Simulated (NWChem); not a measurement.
System: C4H8O; SMILES C/C=C/OC

Here is an NWChem input.

```
start job
memory heap 200 mb stack 900 mb global 1100 mb
geometry units angstroms noautosym nocenter noautoz
  C     -0.243819     2.487088    -0.000390
  C      0.461215     1.171753    -0.001850
  C     -0.163344    -0.009621     0.004833
  O      0.499125    -1.186458     0.006018
  C     -0.294021    -2.339006    -0.000200
  H      0.019480     3.091777    -0.885068
  H     -1.337780     2.362871     0.003492
  H      0.024977     3.092598     0.882157
  H      1.556839     1.165080    -0.008122
  H     -1.261064    -0.077816     0.011043
  H      0.383563    -3.203061     0.002114
  H     -0.941833    -2.400482     0.893782
  H     -0.932172    -2.397669    -0.901235
end
basis spherical
  C library pcsseg-1
  O library pcsseg-1
  H library pcsseg-1
end
dft
  xc slater vwn_5
  iterations 150
end
property
  shielding 11 1 2 3 4 5 6 7 9 10 11 12
end
task dft property
```

Parts of the log:

```
             Northwest Computational Chemistry Package (NWChem) 7.3.0
             --------------------------------------------------------

                             Geometry "geometry" -> ""
                             -------------------------

 Output coordinates in angstroms (scale by  1.889725989 to convert to a.u.)

  No.       Tag          Charge          X              Y              Z
 ---- ---------------- ---------- -------------- -------------- --------------
    1 C                    6.0000    -0.24381900     2.48708800    -0.00039000
    2 C                    6.0000     0.46121500     1.17175300    -0.00185000
    3 C                    6.0000    -0.16334400    -0.00962100     0.00483300
    4 O                    8.0000     0.49912500    -1.18645800     0.00601800
    5 C                    6.0000    -0.29402100    -2.33900600    -0.00020000
    6 H                    1.0000     0.01948000     3.09177700    -0.88506800
    7 H                    1.0000    -1.33778000     2.36287100     0.00349200
    8 H                    1.0000     0.02497700     3.09259800     0.88215700
    9 H                    1.0000     1.55683900     1.16508000    -0.00812200
   10 H                    1.0000    -1.26106400    -0.07781600     0.01104300
   11 H                    1.0000     0.38356300    -3.20306100     0.00211400
   12 H                    1.0000    -0.94183300    -2.40048200     0.89378200
   13 H                    1.0000    -0.93217200    -2.39766900    -0.90123500

 Effective nuclear repulsion energy (a.u.)     171.8600885916

                              NWChem Property Module
                              ----------------------

  itol2e modified to match energy
  convergence criterion.

                                 NWChem DFT Module
                                 -----------------

 Summary of "ao basis" -> "ao basis" (spherical)
 ------------------------------------------------------------------------------
       Tag                 Description            Shells   Functions and Types
 ---------------- ------------------------------  ------  ---------------------
 C                          pcsseg-1                 7       17   3s3p1d
 O                          pcsseg-1                 7       17   3s3p1d
 H                          pcsseg-1                 3        5   2s1p

  itol2e modified to match energy
  convergence criterion.

            General Information
            -------------------
          SCF calculation type: DFT
          Wavefunction type:  closed shell.
          No. of atoms     :    13
          No. of electrons :    40
           Alpha electrons :    20
            Beta electrons :    20
          Charge           :     0
          Spin multiplicity:     1
          Use of symmetry is: off; symmetry adaption is: off
          Maximum number of iterations: 150
          AO basis - number of functions:   125
                     number of shells:    59
          Convergence on energy requested:  1.00D-07
          Convergence on density requested:  1.00D-05
          Convergence on gradient requested:  5.00D-04

              XC Information
              --------------
                        Slater Exchange Functional  1.000 local
                      VWN V Correlation Functional  1.000 local

             Grid Information
             ----------------
          Grid used for XC integration:  fine
          Radial quadrature: Mura-Knowles
          Angular quadrature: Lebedev.
          Tag              B.-S. Rad. Rad. Pts. Rad. Cut. Ang. Pts.
          ---              ---------- --------- --------- ---------
          C                   0.70       70          14.0       590
          O                   0.60       70          12.0       590
          H                   0.35       60          15.0       590
          Grid pruning is: on
          Number of quadrature shells:   830
          Spatial weights used:  Erf1

[...]

          -----------------------------------------
          Chemical Shielding Tensors (GIAO, in ppm)
          -----------------------------------------

                                NWChem CPHF Module
                                ------------------

  scftype          =     RHF
  nclosed          =       20
  nopen            =        0
  variables        =     2100
  # of vectors     =        3
  tolerance        = 0.10D-03
  level shift      = 0.00D+00
  max iterations   =       50
  max subspace     =       30

 SCF residual:    2.7779467754395082E-005

Iterative solution of linear equations
  No. of variables     2100
  No. of equations        3
  Maximum subspace       30
        Iterations       50
       Convergence  1.0D-04

   iter   nsub   residual    time
   ----  ------  --------  ---------
     1      3    1.59D-05      42.6

      Atom:    1  C
        Diamagnetic
    246.7141     -6.6503     -0.0052
     -6.6503    256.7007      0.0126
     -0.0052      0.0126    243.0010

        Paramagnetic
    -85.7624     -8.7761      0.0621
     -8.7761    -82.1623      0.0229
      0.0621      0.0229    -81.1074

        Total Shielding Tensor
    160.9517    -15.4264      0.0569
    -15.4264    174.5383      0.0355
      0.0569      0.0355    161.8936

           isotropic =     165.7945
          anisotropy =      28.2097

          Principal Components and Axis System
                 1           2           3
              184.6010    161.8940    150.8886

      1        -0.5463      0.0051      0.8375
      2         0.8376      0.0034      0.5463
      3        -0.0001      1.0000     -0.0061

      Atom:    2  C
        Diamagnetic
    253.6464     -0.6941     -0.1094
     -0.6941    275.0555     -0.0853
     -0.1094     -0.0853    237.3277

        Paramagnetic
   -234.2863     55.3998      0.7592
     55.3998   -226.8231      0.0859
      0.7592      0.0859    -85.0063

        Total Shielding Tensor
     19.3601     54.7057      0.6498
     54.7057     48.2323      0.0007
      0.6498      0.0007    152.3214

           isotropic =      73.3046
          anisotropy =     118.5312

          Principal Components and Axis System
                 1           2           3
              152.3254     90.3721    -22.7837

      1         0.0062      0.6102      0.7922
      2         0.0033      0.7922     -0.6103
      3         1.0000     -0.0064     -0.0029

      Atom:    3  C
        Diamagnetic
    257.4222     -3.5534     -0.0832
     -3.5534    272.0210     -0.0826
     -0.0832     -0.0826    237.4737

        Paramagnetic
   -305.9814     49.1811      0.5369
     49.1811   -217.9944     -0.1144
      0.5369     -0.1144   -174.1956

        Total Shielding Tensor
    -48.5592     45.6277      0.4536
     45.6277     54.0266     -0.1971
      0.4536     -0.1971     63.2780

           isotropic =      22.9151
          anisotropy =      72.7032

          Principal Components and Axis System
                 1           2           3
               71.3840    -65.9184     63.2798

      1         0.3555      0.9346      0.0046
      2         0.9347     -0.3556      0.0013
      3        -0.0028     -0.0038      1.0000

      Atom:    4  O
        Diamagnetic
    388.3388      0.3048      0.0996
      0.3048    421.8935      0.1074
      0.0996      0.1074    377.3093

        Paramagnetic
   -159.0054    -81.4449      0.2901
    -81.4449   -227.7572      0.1195
      0.2901      0.1195    -90.7982

        Total Shielding Tensor
    229.3335    -81.1401      0.3897
    -81.1401    194.1363      0.2269
      0.3897      0.2269    286.5111

           isotropic =     236.6603
          anisotropy =      87.1566

          Principal Components and Axis System
                 1           2           3
              294.7647    286.5091    128.7071

      1         0.7783     -0.0135      0.6277
      2        -0.6276      0.0143      0.7784
      3         0.0195      0.9998     -0.0027

      Atom:    5  C
        Diamagnetic
    247.8533      7.6810      0.0400
      7.6810    255.2958      0.0668
      0.0400      0.0668    242.4244

        Paramagnetic
   -132.8386     31.5910      0.1089
     31.5910    -94.4876      0.2772
      0.1089      0.2772   -158.1691

        Total Shielding Tensor
    115.0148     39.2719      0.1489
     39.2719    160.8082      0.3440
      0.1489      0.3440     84.2553

           isotropic =     120.0261
          anisotropy =      95.0191

          Principal Components and Axis System
                 1           2           3
              183.3721     92.4524     84.2537

      1         0.4982      0.8671      0.0026
      2         0.8671     -0.4981     -0.0058
      3         0.0038     -0.0052      1.0000

      Atom:    6  H
        Diamagnetic
     22.5590      0.1696     -1.8125
      0.1696     32.2108     -7.8909
     -1.8125     -7.8909     30.8794

        Paramagnetic
      2.9042     -0.2437      0.5722
     -0.2437     -0.8458      3.3276
      0.5722      3.3276     -0.5424

        Total Shielding Tensor
     25.4632     -0.0741     -1.2404
     -0.0741     31.3650     -4.5633
     -1.2404     -4.5633     30.3370

           isotropic =      29.0551
          anisotropy =       9.6720

          Principal Components and Axis System
                 1           2           3
               35.5031     26.8922     24.7700

      1         0.0774     -0.5444      0.8352
      2         0.7379      0.5946      0.3192
      3        -0.6704      0.5917      0.4477

      Atom:    7  H
        Diamagnetic
     38.0606     -2.6517     -0.0532
     -2.6517     27.2293      0.0026
     -0.0532      0.0026     21.4965

        Paramagnetic
     -4.7084      1.3439      0.0328
      1.3439      1.7540      0.0002
      0.0328      0.0002      4.6096

        Total Shielding Tensor
     33.3522     -1.3078     -0.0204
     -1.3078     28.9833      0.0028
     -0.0204      0.0028     26.1061

[...]
```

Level: LDA (Slater exchange, VWN5)/pcSseg-1, GIAO. Structure relaxed at the PBE0/def2-SVP level. No frequency run checked for a minimum. The output numbers the shielded atoms by their place in the input's list. The printed shielding anisotropy is the first printed principal value minus the mean of the other two.
